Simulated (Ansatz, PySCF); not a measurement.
Reaction (SMILES): O=BB=O [oxo(oxoboranyl)borane] + 5 [H][H] (H2) -> 2 B (BH3) + 2 O (H2O)
Geometries: B3LYP-D3(BJ)/def2-TZVP minima from Ansatz (a first-principles code), one conformer each, not searched for the lowest.
Geometry of the first species:
SMILES: O=BB=O
```xyz
4

O      0.0000     0.0000    -2.0159
B      0.0000     0.0000    -0.8179
B      0.0000     0.0000     0.8179
O      0.0000     0.0000     2.0159
```
Charge 0, spin multiplicity 1.

Property: energy of full hydrogenation (electronic energy difference), in kcal/mol. Valence correlation only, unless marked. Spin-orbit coupling is left out. No relativistic terms. CBS(X,Y): correlation extrapolated as X^-3; Hartree-Fock from the larger set.

```
level                   program  energy of full hydrogenation (kcal/mol)
----------------  -------------  ---------------------------------------
HF/6-31G                 Ansatz                                      4.5
HF-D4/def2-TZVPD  PySCF + dftd4                                      4.1
```

### Question
What does CCSD(T)/CBS(cc-pVTZ,cc-pVQZ) (Ansatz) give?

### Answer
25.7 kcal/mol
